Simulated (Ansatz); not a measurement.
CH$_{7}$FOSi$_{2}$ (`OC(F)([SiH3])[SiH3]`). The species carries charge 0 and has multiplicity 1. Geometry: relaxed with PBE0-D4/def2-TZVP. It is one conformer, not always the lowest.

```xyz
12

O     0.720   -0.622   -1.463
C     0.526   -0.036   -0.220
F     1.755    0.504    0.232
Si   -0.697    1.435   -0.296
Si    0.055   -1.435    0.998
H     0.849    0.062   -2.131
H    -2.067    0.917   -0.543
H    -0.665    2.221    0.961
H    -0.269    2.273   -1.451
H     1.131   -2.455    1.001
H    -0.102   -0.835    2.347
H    -1.235   -2.030    0.568
```

(1) What is the dipole moment at PBE/def2-TZVPP? (Estimate.)

(2) And with r2SCAN, B3LYP, ωB97M-V? (Estimate.)

(3) Give the Mulliken charges with PBE, B3LYP, r2SCAN in def2-TZVPP. (Estimate.)

Results:

(1) The calculation gave: 1.38 D, with components (-1.04, 0.61, -0.67) D in this frame, pointing from negative to positive charge.

(2) Ansatz gave: r2SCAN 1.46 D, B3LYP 1.53 D, ωB97M-V 1.54 D.

(3) Ansatz gave: 
```
atom    PBE  B3LYP  r2SCAN
  O1  -0.25  -0.30   -0.31
  C2   0.20   0.23    0.18
  F3  -0.19  -0.25   -0.23
 Si4   0.14   0.21    0.24
 Si5   0.17   0.24    0.26
  H6   0.19   0.19    0.20
  H7  -0.04  -0.05   -0.05
  H8  -0.04  -0.05   -0.05
  H9  -0.05  -0.06   -0.07
 H10  -0.04  -0.04   -0.05
 H11  -0.04  -0.05   -0.06
 H12  -0.04  -0.06   -0.06
```

B3LYP here is the variant with VWN-RPA as its local correlation; programs differ in this.
